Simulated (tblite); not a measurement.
Compound: C8H9F.
Geometry (GFN2-xTB, Å), atoms numbered from 1 in this order:
```
atom  x, y, z in Å
C1     2.583   -0.408   -0.089
C2     1.915    0.527   -0.749
C3     0.510    0.877   -0.537
C4     0.059    2.096   -0.865
C5    -0.401   -0.099    0.025
C6    -0.424   -1.433    0.177
C7    -1.748   -1.426    0.887
F8    -2.769   -2.122    0.282
C9    -1.770    0.102    0.643
H10    2.123   -1.007    0.678
H11    3.627   -0.593   -0.280
H12    2.429    1.137   -1.481
H13    0.705    2.837   -1.304
H14   -0.965    2.384   -0.701
H15    0.217   -2.245   -0.105
H16   -1.738   -1.743    1.935
H17   -2.546    0.398   -0.060
H18   -1.816    0.726    1.533
```

Level: GFN2-xTB in tblite, geometry and Hessian alike; calculated harmonic values, unscaled, isolated species. Against measured fundamentals such values can be off by several per cent, at times by over 20. One conformer, not necessarily the lowest.

Harmonic wavenumbers (cm⁻¹): 58.8, 96.2, 103.7, 145.9, 239.8, 296.1, 372.6, 397.1, 464.1, 491.5, 543.9, 623.6, 683.7, 734.9, 776.1, 842.6, 879.3, 897.6, 907.8, 959.2, 996.6, 1009.1, 1015.7, 1022.4, 1037.2, 1093.5, 1139.3, 1175.0, 1184.5, 1229.7, 1288.1, 1291.7, 1336.6, 1398.7, 1412.1, 1441.7, 1623.0, 1661.7, 1681.8, 2922.2, 3000.8, 3018.2, 3053.0, 3110.7, 3112.2, 3138.8, 3141.8, 3145.9.

A = 3229, B = 1010, C = 813.3 MHz; mass 124.069 u (most abundant isotopes); point group C1, symmetry number 1.

Question: What is the zero-point energy?

Answer: ½Σν̃ = 31098 cm⁻¹ = 372.02 kJ/mol.

Question: Entropy at 298.15 K, 1 bar (ideal gas, RRHO, classical rotation)?

Answer: Translation 168.98, rotation 122.11, vibration 101.21: S = 392.3 J/(mol K).

Question: And Cp and H(298.15 K) − H(0)?

Answer: Cp = 148.94 J/(mol K), of which vibrations give 115.68 (their classical limit is 48 R = 399.1); H(298.15 K) − H(0) = 26.32 kJ/mol without the zero-point energy, 16.40 from vibrations.

Question: What must be added to the electronic energy to get the Gibbs energy at 298.15 K and 1 bar?

Answer: ZPE + [H(298.15 K) − H(0)] − T·S = 372.02 + 26.32 − 116.96 = 281.38 kJ/mol.

Question: Which modes carry the vibrational entropy at 298.15 K?

Answer: 58.8 cm⁻¹: 18.82; 96.2 cm⁻¹: 14.77; 103.7 cm⁻¹: 14.16; 145.9 cm⁻¹: 11.40; 239.8 cm⁻¹: 7.55; 296.1 cm⁻¹: 6.02 J/(mol K); the other 42 give 28.49 together.

Question: Blend soft modes into free rotors: weight 1/[1 + (100 cm⁻¹/ν̃)⁴] for the oscillator and the rest for a rotor with moment μB/(μ + B), μ = h/(8π²ν), B = 10⁻⁴⁴ kg m². What vibrational entropy results?

Answer: 94.40 J/(mol K) in place of 101.21, which changes −T·S at 298.15 K by +2.03 kJ/mol.

Hindered rotation and anharmonicity are outside this model. Other conformers, if any are populated, would add a mixing term that is left out. The structure is chiral; the term R ln 2 for an equal mix with its mirror image is left out.
